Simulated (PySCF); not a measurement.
Species: `n1ncc(c(C)n1)C=O`. The columns A, B, C and D hold Mulliken, IAO, Hirshfeld and ESP-fitted charges (e) of one PBE0/pcSseg-1 density (PySCF), in a shuffled order. Coordinates in Å (GFN2-xTB); the density's dipole moment is (0.44, 3.03, -0.65) D.

```tsv
atom	x	y	z	A	B	C	D
C1	1.577	-0.394	1.021	-0.876	-0.135	-0.437	-0.118
C2	0.277	-0.623	0.349	+1.178	+0.198	+0.183	+0.099
N3	-0.239	-1.852	0.429	-0.587	-0.290	-0.172	-0.096
N4	-1.359	-2.152	-0.122	+0.100	+0.003	+0.004	-0.026
N5	-2.068	-1.294	-0.778	-0.539	-0.262	-0.170	-0.108
C6	-1.637	-0.050	-0.910	+0.774	+0.332	+0.006	+0.037
C7	-0.426	0.371	-0.359	-0.714	-0.517	-0.100	-0.017
C8	0.040	1.758	-0.526	+0.361	+0.369	+0.249	+0.131
O9	1.067	2.207	-0.094	-0.384	-0.338	-0.369	-0.187
H10	1.886	-1.301	1.533	+0.194	+0.144	+0.172	+0.054
H11	2.328	-0.106	0.286	+0.240	+0.153	+0.178	+0.057
H12	1.496	0.432	1.726	+0.243	+0.152	+0.177	+0.055
H13	-2.275	0.622	-1.470	-0.051	+0.110	+0.173	+0.070
H14	-0.668	2.381	-1.107	+0.062	+0.081	+0.107	+0.049
```

Question: Which column most likely holds the ESP-fitted charges?

Answer: A. Σ q r misses the density's dipole by 0.15 D (A), 1.34 D (B), 1.46 D (C), 1.78 D (D). Charges fitted to the outside potential are the only set here that is tied to the molecule's multipoles.

Question: And the Hirshfeld charges?

Answer: D. The mean sizes are 0.079 e (D), 0.178 e (C), 0.220 e (B), 0.450 e (A), and Hirshfeld charges are commonly the smallest of these schemes.

As computed, A = ESP-fitted, B = Mulliken, C = IAO, D = Hirshfeld. Hydrogens on carbon: ESP-fitted -0.05 to +0.24, Mulliken +0.08 to +0.15, IAO +0.11 to +0.18, Hirshfeld +0.05 to +0.07 e.

The Hirshfeld scheme weights the molecular density at each point by an atom's share of the summed free-atom densities. The IAO scheme counts the electrons in orthogonalised intrinsic atomic orbitals, a minimal basis polarised so that it spans the occupied orbitals exactly.

The structure is a single GFN2-xTB conformer in the gas phase; no vibrational or solvent corrections.

The values belong to the conformer `[CH3:1][c:2]1[n:3][n:4][n:5][cH:6][c:7]1[CH:8]=[O:9]`: C6–C7–C8–O9 180°.
